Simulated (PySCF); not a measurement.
Ta(NH)(NH2)3 (H₇N₄Ta), SMILES [NH]=[Ta]([NH2])([NH2])[NH2], multiplicity 1.

Coordinates come from a B3LYP-D3(BJ)/def2-SVP optimisation. The spin state was assumed, not searched. The def2 effective core potentials stand for the cores of Ta; spin–orbit coupling is left out. The values are those of a single conformer.

Vertical ionisation energy (IE) and electron affinity (EA) in eV. Rows of orbital energies are one-electron estimates. Where ΔSCF, EOM or ADC give a negative EA the extra electron is unbound and the value depends on the basis.

```csv
level,IE,EA
"−ε(HOMO), −ε(LUMO), M06-2X/def2-TZVP (PySCF)",8.22,-0.54
"−ε(HOMO), −ε(LUMO), PBE/def2-TZVP (PySCF)",5.42,0.49
```
